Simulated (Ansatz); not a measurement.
Reactions of FH7OSi3 (`O[SiH2][SiH2][SiH2]F`).

Program: Ansatz. Geometries: PBE0-D4/def2-TZVP. ΔE: electronic, gas phase. CBS: MP2 limit from def2 TZ/QZ plus the TZ coupled-cluster correction, frozen cores. This one scheme is used for every species. DFT in def2-TZVPP. One conformer a species, not always the lowest.

```
                                                       reaction  ωB97X-V (eV)  CCSD(T)/CBS(def2) (eV)
 `O[SiH2][SiH2][SiH2]F` + CH₃OH → `CO[SiH2]F` + `O[SiH2][SiH3]`         -1.16                   -1.18
    `O[SiH2][SiH2][SiH2]F` + H₂O → `O[SiH2]F` + `O[SiH2][SiH3]`         -1.14                   -1.13
`O[SiH2][SiH2][SiH2]F` + `C=C` → `C=C[SiH2][SiH2]F` + `O[SiH3]`          0.06                    0.04
    `O[SiH2][SiH2][SiH2]F` + H₂O → `O[SiH2][SiH2]O` + `F[SiH3]`         -0.79                   -0.77
```

Largest T1 diagnostic: 0.013, for `O[SiH2][SiH2][SiH2]F`.
